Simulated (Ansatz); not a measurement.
C₅H₁₄GeO⁺, that is GeHMe2(OiPr) with one electron fewer. The state is a doublet with charge 1. Geometry PBE0-D4/def2-SVP; atoms count from 1.

```csv
atom,x (Å),y (Å),z (Å)
Ge1,0.729,-0.420,1.343
H2,-0.287,0.358,2.191
C3,0.587,-2.346,1.409
H4,1.000,-2.671,2.377
H5,1.176,-2.798,0.599
H6,-0.461,-2.669,1.344
C7,2.493,0.329,1.159
H8,3.040,0.152,2.098
H9,2.446,1.412,0.978
H10,3.030,-0.166,0.338
O11,0.001,-0.131,-0.428
C12,-1.192,0.465,-0.735
C13,-1.795,-0.119,-1.994
C14,-0.802,1.986,-0.936
H15,-1.878,0.446,0.135
H16,-1.101,-0.041,-2.843
H17,-2.721,0.419,-2.239
H18,-2.039,-1.180,-1.834
H19,-0.391,2.411,-0.011
H20,-0.085,2.079,-1.761
H21,-1.749,2.485,-1.188
```

Estimate the Mulliken populations from the PBE0/def2-TZVP orbitals of Ansatz.


| atom | charge (e) | spin (α − β) |
| --- | --- | --- |
| Ge1 | 0.30 | -0.02 |
| H2 | 0.09 | 0.00 |
| C3 | -0.42 | 0.05 |
| H4 | 0.19 | 0.01 |
| H5 | 0.18 | 0.00 |
| H6 | 0.18 | 0.00 |
| C7 | -0.42 | 0.02 |
| H8 | 0.19 | 0.00 |
| H9 | 0.17 | 0.00 |
| H10 | 0.18 | 0.00 |
| O11 | -0.15 | 0.68 |
| C12 | 0.02 | 0.00 |
| C13 | -0.33 | 0.03 |
| C14 | -0.34 | 0.18 |
| H15 | 0.15 | 0.03 |
| H16 | 0.16 | 0.00 |
| H17 | 0.16 | 0.00 |
| H18 | 0.16 | 0.01 |
| H19 | 0.17 | -0.01 |
| H20 | 0.18 | 0.00 |
| H21 | 0.19 | 0.02 |
Mulliken values depend strongly on the basis.

Where does the spin sit?

Summed by element: Ge -0.02, H 0.06, C 0.29, O 0.68, of 1 unpaired in all. Largest on single atoms: O11 0.68, C14 0.18, C3 0.05.

And the Mayer bond orders between heavy atoms (over 0.3)?

Ge1–C3 0.99 (1.93 Å); Ge1–C7 1.00 (1.92 Å); Ge1–O11 0.58 (1.94 Å); O11–C12 1.06 (1.37 Å); C12–C13 1.01 (1.51 Å); C12–C14 0.86 (1.58 Å).
